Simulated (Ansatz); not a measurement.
Geometry optimisation, RKS r2SCANh-D4/def2-SVP in Ansatz.

The input (input.yaml):

```yaml
crystal:
  periodic: [false, false, false]
  atoms:
    - { symbol: B, position_ang: [-1.0578, 0.3457, -0.974] }
    - { symbol: Ga, position_ang: [0.3965, 0.7044, -0.2377] }
    - { symbol: Si, position_ang: [0.4026, -0.7409, 0.9115] }
    - { symbol: H, position_ang: [-1.09391, -0.42608, -1.85753] }
    - { symbol: H, position_ang: [-1.88307, 0.1967, -0.07162] }
    - { symbol: H, position_ang: [1.0553, 1.2612, -0.7787] }
    - { symbol: H, position_ang: [1.6586, -1.3407, 0.3208] }
    - { symbol: H, position_ang: [-0.3178, -1.7712, 1.5832] }
    - { symbol: H, position_ang: [0.8437, 0.2872, 1.954] }
basis:
  gaussian: { orbitals: def2-SVP }
hamiltonian:
  xc: r2scanh
  dispersion: d4
relax:
  f_tol: 0.015
  max_steps: 40
output:
  orbitals: {}
```

Command:

```bash
$ ansatz run input.yaml --threads 2 --pin off --max-ram 3072MiB --backend cpu --events-out ev --progress --plain --runs-dir out
```

Task: Where does it end, and by what steps?

Result: It converged. After 17 steps the energy has fallen by 11.458 eV; H6 moved furthest, 1.39 Å. The start is strongly strained (largest force component 20 eV/Å), so its close contacts needn't be bonds. Parted: Ga2–Si3 (1.85 → 3.13 Å). Joined: B1–Si3 (2.62 → 2.03 Å).

```csv
step,energy less start (eV),largest force component (eV/Å),accepted
0,0.0000,20.023,yes
1,-5.5765,9.470,yes
2,-8.3530,4.603,yes
3,-9.6794,1.664,yes
4,-10.4255,1.038,yes
5,-10.6512,0.548,yes
6,-10.7628,0.769,yes
7,-10.9201,0.921,yes
8,-11.0943,0.792,yes
9,-11.3031,0.601,yes
10,-11.4021,0.336,yes
11,-11.4245,0.241,yes
12,-11.4408,0.302,yes
13,-11.4494,0.280,yes
14,-11.4552,0.126,yes
15,-11.4547,0.082,no
16,-11.4581,0.018,yes
17,-11.4582,0.005,yes
```

```xyz
9
Properties=species:S:1:pos:R:3
B -0.825 -0.040 -0.477
Ga 0.456 1.369 -1.012
Si 0.189 -1.035 0.974
H -1.003 -0.740 -1.459
H -1.809 0.526 -0.031
H 1.590 2.423 -1.320
H 1.487 -1.634 0.512
H -0.633 -2.168 1.504
H 0.553 -0.185 2.158
```

Whether the end is a true minimum wasn't checked by a vibrational analysis.

Run time: 56 s on 2 threads of Arm Neoverse V2, with other jobs on the host, peak memory 0.21 GiB.
